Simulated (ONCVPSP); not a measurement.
# Cutoff test, Tb, ONCV

terbium (Tb), optimised norm-conserving Vanderbilt (ONCV), made with ONCVPSP 4.0.1 (PBEsol, fully relativistic). Core [Kr] 4d10 4f8, reference 5s2 5p6 (charge +3). Waves: 5s: rc 2.25 bohr, ncon 3, nbas 7, qcut 5.4 1/bohr, 2 projectors, debl 0.5 Ha; 5p: rc 1.75 bohr, ncon 3, nbas 6, qcut 4.5 1/bohr, 1 projector; d scattering state at 0.2 Ha: rc 2.00 bohr, ncon 4, nbas 7, qcut 5.6 1/bohr, 2 projectors, debl 3.4 Ha. Local part: polynomial inside 1.20 bohr (lpopt 5, dvloc0 0 Ha). Core correction: Teter function, fcfact 3.75, rcfact 1.55.

Open shells are filled in proportion to 2j + 1.

In the s channel the program set the typed energies aside and used -2.809, 0.050 Ha. In the d channel the program set the typed energies aside and used 0.050, 3.450 Ha (j = l + 1/2; the other j can differ).

Question: For each optimised wave give the share of its norm inside rc, the residual kinetic energy above qcut (Ha) and the cutoffs (Ha) for errors of 10, 1, 0.1 and 0.01 mHa per electron.

Answer:

```
               wave  norm inside rc  residual KE  10 mHa  1 mHa  0.1 mHa  0.01 mHa
                 5s           0.972      1.4e-06     4.9    9.1     11.3      13.1
      s projector 2           0.095      7.8e-06     4.4    9.7     12.3      14.5
           5p j=3/2           0.700      1.5e-03     5.2   13.2     39.8      84.2
           5p j=1/2           0.760      7.0e-04     5.9    7.9     37.6      76.7
d projector 1 j=5/2           0.069      3.2e-06     6.0    8.5     10.5      12.2
d projector 2 j=5/2           0.068      6.3e-05     9.2   10.8     12.4      48.7
d projector 1 j=3/2           0.510      2.1e-06     7.1    9.5     11.5      13.6
d projector 2 j=3/2           0.070      4.8e-05     9.4   11.1     13.3      46.0
```

The occupied waves need 13 Ha and 40 Ha for 1 and 0.1 mHa. Note: ghosts flagged at negative energy: s at -15.0 eV; no localised positive-energy state flagged. A true bound ghost makes a file unfit for plane-wave use. 3 of 4 tests not solved or not reliable.
